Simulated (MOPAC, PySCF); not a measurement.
[Zn(H)2], neutral singlet in the gas phase. 

Cartesian coordinates (Å):
```xyz
3

Zn     0.0000     0.0000     0.0000
H     -1.5048    -0.3654     0.0454
H      1.5048     0.3654    -0.0454
```
Charge 0, multiplicity 1.

All levels are single points at this geometry (BP86-D3(BJ)/def2-SVP); Pople sets use spherical d functions. Orbital energies aren't observables, and empty levels follow the basis.

| level | HOMO (eV) | LUMO (eV) | gap (eV) | dipole (D) | vertical IE, Delta-SCF (eV) |
|---|---|---|---|---|---|
| TPSSh-D3(BJ)/def2-TZVP in PySCF | -7.49 | -0.94 | 6.56 | 0.00 | – |
| B3LYP/3-21G in PySCF | -7.73 | -0.93 | 6.79 | 0.00 | – |
| B3LYP/6-311+G** (LANL2DZ on Zn) in PySCF | -7.51 | -0.85 | 6.66 | 0.00 | – |
| HF/3-21G in PySCF | -10.64 | 1.39 | 12.03 | 0.00 | – |
| HF/STO-3G in PySCF | -1.82 | 5.90 | 7.72 | 0.00 | – |
| AM1 in MOPAC | -11.79 | 1.24 | 13.04 | 0.00 | – |
